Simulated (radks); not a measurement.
Values are calculated unless marked as measured or tabulated.
Q: Coherent X-ray form factor from a spherical all-electron density. Level of theory: non-relativistic Kohn-Sham, LDA (Slater exchange, Perdew-Wang correlation), spin-unpolarised, spherical densities, point nucleus (a radial shooting solver on a logarithmic mesh with Libxc functionals).

| sin(theta)/lambda (1/angstrom) | f0 (electrons) |
|---|---|
| 0.05 | 2.883 |
| 0.1 | 2.599 |
| 0.15 | 2.281 |
| 0.2 | 2.020 |
| 0.25 | 1.835 |
| 0.3 | 1.706 |
| 0.4 | 1.517 |
| 0.5 | 1.345 |
| 0.6 | 1.171 |
| 0.8 | 0.852 |
| 1 | 0.603 |
| 1.25 | 0.389 |
| 1.5 | 0.255 |
| 2 | 0.117 |

The species is in the configuration that NIST lists as its ground one. Which atom or ion scatters so?

A: The beryllium ion Be+, [He] 2s1. Extrapolating in s^2 from the first two rows gives f0(0) = 3.0, near the electron count 3; among species with that count, the fall with angle is slower the higher Z, and the table is that of Z = 4; from so few rows the species is fixed only to a neighbour or two.
